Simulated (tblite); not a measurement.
Species: C₂H₁₄SSi₄.
Bonds: C1–S2, S2–Si3, Si3–Si4, Si4–C5, Si4–Si6, Si4–Si7. Hydrogens: H8, H9, H10 on C1; H11, H12 on Si3; H13, H14, H15 on C5; H16, H17, H18 on Si6; H19, H20, H21 on Si7.

Structure optimised with GFN2-xTB, isolated species.

(1) What internal coordinates does the optimisation give?

Results:

(1) 
```json
{"bond": "C1–S2", "length (pm)": "181.3", "order": "single"}
{"bond": "S2–Si3", "length (pm)": "215.8", "order": "single"}
{"bond": "Si3–Si4", "length (pm)": "232.9", "order": "single"}
{"bond": "Si4–C5", "length (pm)": "192.0", "order": "single"}
{"bond": "Si4–Si6, Si4–Si7", "length (pm)": "234.9", "order": "single"}
{"bond": "C1–H8, C1–H9, C1–H10", "length (pm)": "108.6", "order": "single"}
{"bond": "Si3–H11, Si3–H12", "length (pm)": "147.0", "order": "single"}
{"bond": "C5–H13, C5–H14, C5–H15", "length (pm)": "108.6", "order": "single"}
{"bond": "Si6–H16 and 5 like bonds", "length (pm)": "146.5", "order": "single"}
```

Bonds in one row agree within 1 pm and their mean is given. Orders are formal, as drawn. A selection of angles:
```json
{"angle": "S2–C1–H8", "degrees": "107.1"}
{"angle": "S2–C1–H9", "degrees": "109.5"}
{"angle": "H8–C1–H9", "degrees": "110.1"}
{"angle": "C1–S2–Si3", "degrees": "99.9"}
{"angle": "S2–Si3–Si4", "degrees": "103.4"}
{"angle": "S2–Si3–H11", "degrees": "104.2"}
{"angle": "Si4–Si3–H11", "degrees": "119.9"}
{"angle": "H11–Si3–H12", "degrees": "103.4"}
{"angle": "Si3–Si4–C5", "degrees": "102.8"}
{"angle": "Si3–Si4–Si6", "degrees": "112.0"}
{"angle": "C5–Si4–Si6", "degrees": "107.2"}
{"angle": "Si6–Si4–Si7", "degrees": "114.2"}
{"angle": "Si4–C5–H13", "degrees": "111.7"}
{"angle": "H13–C5–H14", "degrees": "107.4"}
{"angle": "Si4–Si6–H16", "degrees": "111.9"}
{"angle": "Si4–Si6–H17", "degrees": "112.8"}
{"angle": "H16–Si6–H17", "degrees": "106.1"}
{"angle": "H16–Si6–H18", "degrees": "107.0"}
```

Dihedral angles: C1–S2–Si3–Si4 -179° (antiperiplanar); S2–Si3–Si4–C5 178° (antiperiplanar). The mirror-image conformer, all signs reversed, is as good.

Si6 (SiH3 silicon) is tetrahedral (angles from 106.1° to 112.8°). Si4 (four-coordinate silicon) is distorted tetrahedral (angles from 102.8° to 114.2°). Si3 (SiH2 silicon) is distorted tetrahedral (angles from 103.4° to 119.9°). The Si–Si distances run from 2.329 Å (Si3–Si4, drawn single) to 2.349 Å (Si4–Si6, drawn single), a spread of 0.020 Å.

GFN2-xTB frequencies show an imaginary mode (48i cm⁻¹), so the point is no minimum at that level.

These are computed values.
